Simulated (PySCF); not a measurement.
# Polarisability and C₆ of Sm²⁺ (samarium, charge +2)

[Xe] 4f5 5d1, one real determinant (an excited configuration). Calculation: PySCF 2.14, in ANO-RCC-VTZP; the spin-free X2C one-electron Hamiltonian (Gaussian nucleus). Coupled (time-dependent) response in atomic units; α is the mean over directions. The basis has no added diffuse functions, which lowers α and C₆.

```tsv
method	mean α (bohr³)	α xx, yy, zz	C₆ (like pair)	S(−4)
UHF	15.91	8.418, 23.63, 15.68	82.91	19030
```

S(−4) is the Cauchy moment in α(ω) = α(0) + S(−4) ω² + …

Spin-orbit coupling is absent.

α(iu) at UHF:

```json
{"u (hartree)": "0", "α(iu) (bohr³)": "15.91"}
{"u (hartree)": "0.0500", "α(iu) (bohr³)": "13.08"}
{"u (hartree)": "0.100", "α(iu) (bohr³)": "12.30"}
{"u (hartree)": "0.200", "α(iu) (bohr³)": "10.67"}
{"u (hartree)": "0.300", "α(iu) (bohr³)": "9.318"}
{"u (hartree)": "0.500", "α(iu) (bohr³)": "7.382"}
{"u (hartree)": "0.750", "α(iu) (bohr³)": "5.698"}
{"u (hartree)": "1.00", "α(iu) (bohr³)": "4.495"}
{"u (hartree)": "1.50", "α(iu) (bohr³)": "2.971"}
{"u (hartree)": "2.00", "α(iu) (bohr³)": "2.111"}
{"u (hartree)": "3.00", "α(iu) (bohr³)": "1.243"}
{"u (hartree)": "5.00", "α(iu) (bohr³)": "0.6008"}
```

For an ion, C₆ is the dispersion term alone; charge-induced terms of lower order in 1/R come first.

The components differ because the open shell of this determinant is not spherical; for a pure term their mean is the scalar polarisability.

⟨L²⟩ = 30.04 against 56 for a pure K term, so this real determinant mixes terms. Spin-orbit coupling, absent here, splits the open shell strongly.
